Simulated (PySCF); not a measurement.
This script is equivalent to a calculation on In⁺ (indium, charge +1).

```python
from pyscf import gto, scf, dft, mp, cc
import basis_set_exchange as bse
txt = bse.get_basis("cc-pVDZ-PP", elements=["In"], fmt="nwchem", header=False)
cut = txt.index("\nECP")
mol = gto.M(atom="In 0 0 0", charge=1, spin=0, symmetry="D2h",
            basis=gto.basis.parse(txt[:cut]),
            ecp={"In": gto.basis.parse_ecp(txt[cut:])})
mf = dft.UKS(mol, xc="R2SCAN")
mf.irrep_nelec = {'Ag': (4, 4), 'B1g': (1, 1), 'B2g': (1, 1), 'B3g': (1, 1), 'B1u': (1, 1), 'B2u': (1, 1), 'B3u': (1, 1)}
mf.kernel()
```

(1) What total energy does it give?

(2) Which occupied shell lies highest, and where?

Energies and moments cover only the electrons outside the core potential.

Answers

(1) -189.965 hartree (calculated).

(2) 5s, at -15.189 eV.
